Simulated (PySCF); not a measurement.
C3H8O2Si, SMILES C=C[Si@@H](O)OC. Heavy atoms are numbered as in [CH2:1]=[CH:2][Si@@H:3]([OH:4])[O:5][CH3:6]. Hydrogens are named by the atom that carries them.

Geometry: PBE0-D3(BJ)/def2-SVP. The structure was generated by enumeration; whether it is a known compound was not checked. One conformer was computed; it need not be the lowest.

These are PBE/pcSseg-1 in PySCF values and carry that method's errors.

GIAO shieldings, no solvent; atoms alike by connectivity are averaged. δ = σ(ref) − σ: ¹³C against TMS (σ = 182.0 ppm); ²⁹Si against TMS (σ = 335.4 ppm); ¹⁷O against H2O (σ = 334.3 ppm); ¹H against TMS (σ = 31.49 ppm), references at their B3LYP-D3(BJ)/def2-TZVP geometries, non-relativistic.

Computed chemical shifts:
| nucleus | atoms | count | δ (ppm) |
|---|---|---|---|
| ¹³C | C1 (CH2) | 1 | 147.1 |
| ¹³C | C2 (CH) | 1 | 140.5 |
| ¹³C | C6 (CH3) | 1 | 55.7 |
| ²⁹Si | Si3 (SiH) | 1 | -26.5 |
| ¹⁷O | O4 (OH) | 1 | 67.2 |
| ¹⁷O | O5 | 1 | 47.5 |
| ¹H | H on C1 | 2 | 6.62 |
| ¹H | H on C2 | 1 | 6.28 |
| ¹H | H on Si3 | 1 | 5.14 |
| ¹H | H on C6 | 3 | 4.15 |
| ¹H | H on O4 | 1 | 1.47 |
